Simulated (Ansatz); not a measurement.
The first iterations of a band of a periodic cell of 17 atoms, CuSi$_{16}$ (host Si, host structure diamond, interstitial Cu), cell charge +1.

All numbers below come from DFT PBE, scalar-relativistic, plane waves, PAW in Ansatz. Settings: PAW set soft_1, cutoff 420 eV, k mesh 2x2x2, gaussian smearing 0.05 eV, no spin polarisation.

```yaml
movable_images: 3
climbing_image: yes
spring: 5.0 eV/Å²
optimiser: fire
start_path: default
force_threshold: 0.05 eV/Å
iteration_limit: 50
end_points: relaxed
largest_step: 1.0 Å
```

Image 0:

```xyz
17
Lattice="0.0000 5.4300 5.4300 5.4300 0.0000 5.4300 5.4300 5.4300 0.0000" Properties=species:S:1:pos:R:3
Si -0.004 -0.047 0.047
Si 1.300 1.415 1.325
Si 2.763 2.714 0.045
Si 4.214 3.931 1.499
Si 2.669 0.042 2.652
Si 4.012 1.351 4.080
Si 5.552 2.581 2.848
Si 6.789 4.122 4.070
Si -0.052 2.770 2.659
Si 1.298 4.106 4.012
Si 2.763 5.385 2.714
Si 4.046 6.847 4.012
Si 2.668 2.780 5.386
Si 4.027 4.124 6.736
Si 5.374 5.477 5.383
Si 6.790 6.790 6.737
Cu 8.283 5.268 5.589
```

Image 4:

```xyz
17
Lattice="0.0000 5.4300 5.4300 5.4300 0.0000 5.4300 5.4300 5.4300 0.0000" Properties=species:S:1:pos:R:3
Si -0.060 0.057 0.037
Si 1.399 1.361 1.318
Si 2.854 2.573 -0.141
Si 4.062 4.030 1.316
Si 2.683 0.061 2.777
Si 4.024 1.411 4.125
Si 5.371 2.752 2.772
Si 6.829 4.032 4.077
Si -0.005 2.770 2.721
Si 1.309 4.115 4.142
Si 2.648 5.428 2.714
Si 4.193 6.655 3.942
Si 2.672 2.762 5.477
Si 4.007 4.119 6.836
Si 5.426 5.435 5.487
Si 6.740 6.857 6.830
Cu 6.928 3.909 6.629
```

| iteration | highest image above the first end (eV) | largest band force component (eV/Å) |
| --- | --- | --- |
| 1 | 0.512 | 1.762 |
| 2 | 0.345 | 0.979 |
| 3 | 0.211 | 0.385 |
| 4 | 0.198 | 0.811 |
| 5 | 0.190 | 0.752 |
| 6 | 0.175 | 0.638 |
| 7 | 0.159 | 0.478 |
| 8 | 0.145 | 0.283 |
| 9 | 0.137 | 0.197 |

Q: Does the band converge within its limit, and where does its top end?

A: The run converged. It ended after 29 iterations with the highest image 0.043 eV above the first end. The order of the stationary point at the top wasn't checked. Limits of this set-up: charged cell in a uniform background, uncorrected.

Run time: 11 min on 1 thread of Arm Neoverse V1 (shared host), peak memory 0.77 GiB.
